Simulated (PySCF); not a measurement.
Here is a job for PySCF.
```python
from pyscf import gto, scf, mp

mol = gto.Mole()
mol.atom = '''
    F     0.018890    1.091872   -0.247236
    O    -0.022432   -0.002760    0.568977
    F     0.001050   -1.089418   -0.258521
'''
mol.basis = 'aug-cc-pvdz'
mol.charge = 0
mol.spin = 0
mol.verbose = 4
mol.build()

mf = scf.RHF(mol)
mf.kernel()

pt = mp.MP2(mf, frozen=3)
pt.kernel()
print('E(MP2) = %.10f' % pt.e_tot)
mf.analyze()
```

Q: What does this run give for the nuclear repulsion energy, SCF-reference dipole moment, SCF-reference HOMO energy, MP2 correlation energy, SCF-reference HOMO-LUMO gap, total energy?

A: 
```
Quantity                           Result
---------------------------  ------------
nuclear repulsion energy       75.4314 Eh
SCF-reference dipole moment        0.33 D
SCF-reference HOMO energy       -15.54 eV
MP2 correlation energy         -0.6188 Eh
SCF-reference HOMO-LUMO gap      18.46 eV
total energy                 -274.1114 Eh
```
